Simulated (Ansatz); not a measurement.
Reaction (silylene loss): `N[CH2][GeH2][SiH3]` → `N[CH2][GeH3]` + `[SiH2]`

Isolated molecules relaxed with PBE0-D4/def2-TZVP in Ansatz; ΔE leaves out vibrations. CCSD(T)/CBS is the MP2 limit (def2-TZVPP, def2-QZVPP) plus CCSD(T) − MP2 in def2-TZVPP, frozen cores. This one scheme is used for every species. Functionals use def2-TZVPP. B3LYP here is the variant with VWN-RPA as its local correlation; programs differ in this. For Ge outer-core shells are correlated without core-valence functions, which leaves a few kJ/mol of doubt a bond. Scalar relativity is left out up to krypton. Each species was taken in one conformer, which may not be the lowest.

`N[CH2][GeH2][SiH3]`:

Cartesian coordinates in Å:
```
N 1.338 0.665 -1.085
C 1.452 0.017 0.213
Ge -0.294 0.093 1.128
Si -1.961 -0.667 -0.391
H 2.195 0.573 -1.618
H 1.158 1.656 -0.984
H 1.673 -1.043 0.060
H 2.235 0.418 0.871
H -0.577 1.554 1.542
H -0.250 -0.752 2.417
H -1.502 -1.918 -1.052
H -2.235 0.360 -1.429
H -3.232 -0.957 0.328
```

`N[CH2][GeH3]`:

Z-matrix (Å, degrees):
```
C
Ge 1 1.966
N 1 1.455 2 109.9
H 1 1.093 2 106.8 3 118.0
H 1 1.100 2 108.8 3 -126.9
H 2 1.540 1 110.4 3 173.0
H 2 1.542 1 108.9 3 53.8
H 2 1.536 1 110.6 3 -65.7
H 3 1.013 1 111.1 2 176.9
H 3 1.012 1 111.0 2 -64.1
```

`[SiH2]`:

Z-matrix (Å, degrees):
```
Si
H 1 1.525
H 1 1.525 2 91.2
```

(1) Is it downhill or uphill in electronic energy at CCSD(T)/CBS, and by how much? (Best estimate.)

(2) What do these levels give: PBE0-D4, B3LYP-D4, B2PLYP, PBE, r2SCAN, PBE0, HF/def2-TZVPP, SCS-MP2/def2-TZVPP, CCSD(T)/def2-TZVPP, HF/def2-QZVPP, HF/CBS(def2), MP2/CBS(def2)? (Best estimate.)

Largest T1 diagnostic among the species: 0.014.

Results:

(1) Computed: Uphill: ΔE = +2.65 eV.

(2) The calculation gave: PBE0-D4 2.83, B3LYP-D4 2.62, B2PLYP 2.58, PBE 2.68, r2SCAN 2.86, PBE0 2.74, HF/def2-TZVPP 2.36, SCS-MP2/def2-TZVPP 2.62, CCSD(T)/def2-TZVPP 2.59, HF/def2-QZVPP 2.35, HF/CBS(def2) 2.35, MP2/CBS(def2) 2.83 eV.

From PBE to PBE0 (25 % exact exchange), in def2-TZVPP and without D4, ΔE moves by +0.07 eV. The D4 term adds +0.15 eV with B3LYP and +0.08 eV with PBE0; it sums over pairs of atoms, weighted by their polarisabilities, and B3LYP, whose exchange is more repulsive, gets the larger term.
